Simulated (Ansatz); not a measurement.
Cost and result up the ladder for Ge2H2 (4 atoms). Charge 0, multiplicity 1. Geometry: r2SCAN-D4/def2-TZVP.

Cartesian coordinates in Å:
```
Ge -1.029 -0.698 0.023
Ge 0.421 1.126 -0.319
H 0.088 0.135 1.095
H 0.520 -0.563 -0.799
```

Ansatz on 4 threads of Arm Neoverse V2 on a shared host. Times are rough, and most runs start from the orbitals of an earlier one. PBE0-D4/def2-TZVP serves as the yardstick here, not as an exact answer. Differences are given only for rows in sets of like size (and for xTB, whose basis is part of the method), since another set adds its own error. Binding counts from free atoms at the same level (Ge triplet, H doublet; other spins of the atoms weren't run), without zero-point energy or a counterpoise term.

The 6-31G sets use Cartesian d functions. B3LYP takes the VWN-RPA correlation. HSE06 is defined as in plane-wave codes, on full-range PBE exchange. Correlated methods freeze 18 core orbitals; core or outer-core shells of Ge are correlated, in sets that lack core-valence functions. The structure comes from a short search, and lower isomers may exist.

Correlated methods converge slowly with the basis.

```
               level  functions  wall time  binding energy per atom (eV)  difference from PBE0-D4/def2-TZVP (eV)
            HF/6-31G         62      0.3 s                          1.12                                       –
     PBE-D4/def2-SVP         74      0.4 s                          2.32                                       –
 revPBE-D4/def2-TZVP        108      0.5 s                          2.26                                    0.00
      B3LYP-D4/6-31G         62      0.5 s                          2.12                                       –
    PBE-D4/def2-TZVP        108     0.55 s                          2.33                                    0.07
       MP2/def2-TZVP        108     0.55 s                          2.15                                   -0.11
    PBE0-D4/def2-SVP         74      0.6 s                          2.25                                       –
   PBE-D4/def2-TZVPD        126     0.75 s                          2.33                                    0.07
  HSE06-D4/def2-TZVP        108      0.8 s                          2.26                                    0.00
   PBE0-D4/def2-TZVP        108        1 s                          2.26                                    0.00
r2SCANh-D4/def2-TZVP        108      1.4 s                          2.29                                    0.03
r2SCAN-D4/def2-TZVPD        126      1.8 s                          2.32                                    0.06
  CCSD(T)/def2-TZVPP        124      6.5 s                          2.25                                   -0.01
  CCSD(T)/def2-TZVPD        126        7 s                          2.21                                   -0.05
```
